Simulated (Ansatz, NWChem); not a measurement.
## AlCl2F (SMILES [F][Al]([Cl])[Cl]): from total energies to a heat of formation

The species is AlCl2F (4 atoms), meant as a singlet with charge 0. As SMILES, `[F][Al]([Cl])[Cl]`. Geometry: relaxed at PBE0-D4/def2-TZVP.

Total energies at r2SCAN/def2-SVPD (NWChem 7.3.0); the atoms run unrestricted:

```tsv
species	state	energy (Eh)
AlCl2F	singlet	-1262.345696
F	doublet	-99.608830
Al	doublet	-242.247534
Cl	doublet	-459.967051
```

Harmonic wavenumbers at PBE0-D4/def2-TZVP, in cm⁻¹: 149, 203, 233, 439, 638, 892.

Measured heats of formation of the gaseous atoms at 298.15 K, in kJ/mol: F 79.4, Al 329.7, Cl 121.3. Spin-orbit lowering of the atoms at 298 K (mean of the ground term's levels less their thermal mean, from spectra), in kJ/mol: F 1.29, Al 0.17, Cl 3.44. Take 1 Eh = 2625.50 kJ/mol, 1 cm⁻¹ = 0.0119627 kJ/mol, RT = 2.479 kJ/mol.

What heat of formation follows?


1. Electronic atomisation energy: (-99.608830) + (-242.247534) + 2 × (-459.967051) − (-1262.345696) = 0.555230 Eh = 1457.8 kJ/mol.
2. Zero-point energy: half the sum of the wavenumbers, 1277 cm⁻¹ = 15.3 kJ/mol.
3. Thermal vibrational enthalpy, Σ hcν̃/(exp(hcν̃/kT) − 1): 5.7 kJ/mol. Translation, rotation and pV of a non-linear molecule: 4 RT = 9.9 kJ/mol.
4. The 4 free atoms carry 5/2 RT each: 24.8 kJ/mol.
5. Spin-orbit coupling lowers the free atoms by 1.29 + 0.17 + 2 × 3.44 = 8.3 kJ/mol.
6. Atomisation enthalpy at 298 K: 1457.8 − 8.3 − 15.3 − 5.7 − 9.9 + 24.8 = 1443.4 kJ/mol.
7. Sum of the atoms' heats of formation: 651.7 kJ/mol. Heat of formation: 651.7 − 1443.4 = -791.7 kJ/mol.

The tabulated value is -790.8 kJ/mol (NIST-JANAF tables; in doubt, as an older value, an estimate or one at odds with other calculations), so this level is off by -0.9 kJ/mol, or 0.1 % of the atomisation enthalpy that the table implies (1442.5 kJ/mol). So close a hit in a small basis owes something to errors that cancel. Anharmonicity and any spin-orbit splitting of the molecule are left out.
